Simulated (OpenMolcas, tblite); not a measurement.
# CH6ClNSi (SMILES C[SiH](N)Cl): the dipole moment, rung by rung

CH6ClNSi has 10 atoms, charge 0, and is taken as a singlet. SMILES: `C[SiH](N)Cl`. Geometry: relaxed at PBE0-D4/def2-TZVP. This is one conformer, not always the lowest.

```jsonl
{"atom": "C", "x (Å)": "-0.9243", "y (Å)": "0.9603", "z (Å)": "-0.4296"}
{"atom": "Si", "x (Å)": "-0.0556", "y (Å)": "-0.6376", "z (Å)": "-0.0734"}
{"atom": "N", "x (Å)": "1.2008", "y (Å)": "-0.3792", "z (Å)": "1.0508"}
{"atom": "Cl", "x (Å)": "0.5949", "y (Å)": "-1.3925", "z (Å)": "-1.9008"}
{"atom": "H", "x (Å)": "-1.7200", "y (Å)": "0.8095", "z (Å)": "-1.1616"}
{"atom": "H", "x (Å)": "-1.3595", "y (Å)": "1.3697", "z (Å)": "0.4850"}
{"atom": "H", "x (Å)": "-0.2269", "y (Å)": "1.6943", "z (Å)": "-0.8414"}
{"atom": "H", "x (Å)": "-0.9365", "y (Å)": "-1.6895", "z (Å)": "0.4826"}
{"atom": "H", "x (Å)": "1.8475", "y (Å)": "0.3826", "z (Å)": "0.9176"}
{"atom": "H", "x (Å)": "1.6627", "y (Å)": "-1.1687", "z (Å)": "1.4738"}
```

Quantity: the dipole moment, in D. The values are calculated.

| level | kind | program | value (D) | CPU time |
| --- | --- | --- | --- | --- |
| GFN1-xTB | semi-empirical | tblite | 2.47 | under 2 s |
| HF/6-31G* (spherical functions) | Hartree–Fock | OpenMolcas | 2.38 | 8.8 s |
| SVWN5/6-31G* (spherical functions) | LDA | OpenMolcas | 2.42 | 29 s |
| PBE/6-31G* (spherical functions) | GGA | OpenMolcas | 2.38 | 40 s |
| TPSS/6-31G* (spherical functions) | meta-GGA | OpenMolcas | 2.38 | 51 s |
| r2SCAN/6-31G* (spherical functions) | meta-GGA | OpenMolcas | 2.40 | 50 s |
| B3LYP/6-31G* (spherical functions) | global hybrid | OpenMolcas | 2.34 | 40 s |

The values span 2.34 to 2.47 D. Magnitudes only. CPU times are rough (shared hosts, several kinds of processor and program).
